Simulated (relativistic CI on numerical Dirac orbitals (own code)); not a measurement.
## Radial parameters of La¹⁰⁺

Calculated at this level of theory: Dirac-Coulomb-Breit CI, KLI orbitals optimised for each configuration, a model potential for QED, unscaled Slater integrals (own radial code, finite nucleus).

Slater integrals F^k, G^k are unscaled and averaged over j, outside the closed core [Kr]; ζ comes from projecting the Hamiltonian with its Breit term on Σ l·s of the shell.

- 4d10.5p: ζ(5p) = 20714 cm⁻¹; <r>(5p) = 1.496, <r^2>(5p) = 2.495 (bohr units).
- 4d10.4f: ζ(4f) = 544.21 cm⁻¹; <r>(4f) = 0.9132, <r^2>(4f) = 0.9919 (bohr units).
- 4d10.5d: ζ(5d) = 2132.9 cm⁻¹; <r>(5d) = 1.731, <r^2>(5d) = 3.355 (bohr units).

In this model ζ of a weakly bound d, f or g electron outside closed shells comes out too small, for d by up to a factor of two or three and at times with the wrong sign; that of an outer p electron is too small as well.

Averages of the first 10 configurations, taken without configuration mixing, which lowers the lowest level and can move excited configurations by several eV; other configurations of the list can lie among them:

| Configuration | Parity | States | Average energy above the lowest level (eV) |
| --- | --- | --- | --- |
| 4d10.5s | even | 2 | 0.0 |
| 4d10.5p | odd | 6 | 21.1 |
| 4d10.4f | odd | 14 | 23.4 |
| 4d10.5d | even | 10 | 51.7 |
| 4d10.5f | odd | 14 | 83.9 |
| 4d10.5g | even | 18 | 100.3 |
| 4d9.5s.4f | odd | 280 | 106.6 |
| 4d10.6s | even | 2 | 72.6 |
| 4d9.5s2 | even | 10 | 87.2 |
| 4d10.6p | odd | 6 | 81.9 |
